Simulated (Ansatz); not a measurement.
System: sum formula SiN₂H₄F₂ (charge 0, singlet). 
Geometry from a B3LYP-D3(BJ)/def2-TZVP (Ansatz, a program for electronic structure) optimisation:
```xyz
9

Si    -0.0012    -0.0081    -0.0030
F      0.3503    -0.5884    -1.4490
F     -0.6248    -1.2597     0.7691
N     -1.1963     1.1814     0.0597
N      1.4596     0.5910     0.5924
H     -2.1730     0.9472     0.1243
H     -1.0427     2.1072    -0.3029
H      1.5152     1.0739     1.4733
H      2.3450     0.2109     0.3017
```
Charge 0, spin multiplicity 1.

Computed values are from Ansatz. Cores are frozen in the correlated levels unless marked. UHF or UKS for open shells. No spin-orbit coupling. Non-relativistic. CBS marks a two-point X^-3 extrapolation of the correlation energy; Hartree-Fock from the larger set. [CCSD(T)-MP2]/basis is that difference in the basis named.

**Question.** What is the T1 diagnostic at CCSD/aug-cc-pV(T+d)Z?

**Answer.** 0.011.

**Question.** What is the total energy at RI-MP2/CBS(aug-cc-pV(T+d)Z,aug-cc-pV(Q+d)Z)+[CCSD(T)-MP2]/aug-cc-pV(T+d)Z?

**Answer.** -600.7004 Eh.

**Question.** What is the atomisation energy De at RI-MP2/CBS(aug-cc-pV(T+d)Z,aug-cc-pV(Q+d)Z)+[CCSD(T)-MP2]/aug-cc-pV(T+d)Z?

**Answer.** 3571.8 kJ/mol.

**Question.** What is the dipole moment at CCSD(T)/aug-cc-pV(D+d)Z?

**Answer.** 2.51 D.
